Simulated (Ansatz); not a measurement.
BrCl2In, SMILES `[Cl][In]([Cl])[Br]`, 4 atoms. The species carries charge 0 and has multiplicity 1. Correlated methods include outer-core shells of Br, In, which these sets cover unevenly. Scalar relativity is left out up to krypton. In: def2 effective core potential. All runs use 4 threads of a server CPU on a shared host. Correlated methods freeze the cores.

Problem. How many basis functions does each run have, and how long does it take in Ansatz? RKS ωB97M-V/def2-TZVPP energy and forces; RKS PBE0-D4/def2-SVP energy; RKS ωB97M-V/def2-QZVPP energy; RKS PBE-QIDH (frozen core)/def2-TZVPP energy; RHF-CCSD(T)/def2-TZVPP energy; RKS HSE06-D4/def2-TZVPP energy; RHF-MP2/def2-QZVPP energy; RKS PBE0-D4/def2-QZVPP energy; RKS SPW92/def2-TZVPP energy; RKS PBE0-D4/def2-TZVP relaxation (4 steps); RKS ωB97M-V/def2-SVP energy; RKS PBE0-D4/def2-TZVP frequencies. (Best estimate.)

Solution. Computed: Other jobs shared the machine, so times are rough.

| level | job | functions | wall time | peak host memory (GiB) |
| --- | --- | --- | --- | --- |
| RKS SPW92/def2-TZVPP | energy | 182 | 0.95 s | 0.25 |
| RKS PBE0-D4/def2-SVP | energy | 94 | 1.3 s | 0.22 |
| RKS HSE06-D4/def2-TZVPP | energy | 182 | 3.3 s | 0.68 |
| RKS PBE-QIDH (frozen core)/def2-TZVPP | energy | 182 | 4.4 s | 0.47 |
| RKS ωB97M-V/def2-SVP | energy | 94 | 5.5 s | 0.32 |
| RKS PBE0-D4/def2-QZVPP | energy | 311 | 7.5 s | 1.2 |
| RKS ωB97M-V/def2-TZVPP | energy and forces | 182 | 10 s | 0.77 |
| RHF-MP2/def2-QZVPP | energy | 311 | 11 s | 1.1 |
| RKS ωB97M-V/def2-QZVPP | energy | 311 | 16 s | 1.4 |
| RKS PBE0-D4/def2-TZVP | relaxation (4 steps) | 172 | 19 s | 0.55 |
| RKS PBE0-D4/def2-TZVP | frequencies | 172 | 75 s | 0.55 |
| RHF-CCSD(T)/def2-TZVPP | energy | 182 | 75 s | 1.9 |

HSE06 is defined as in plane-wave codes.
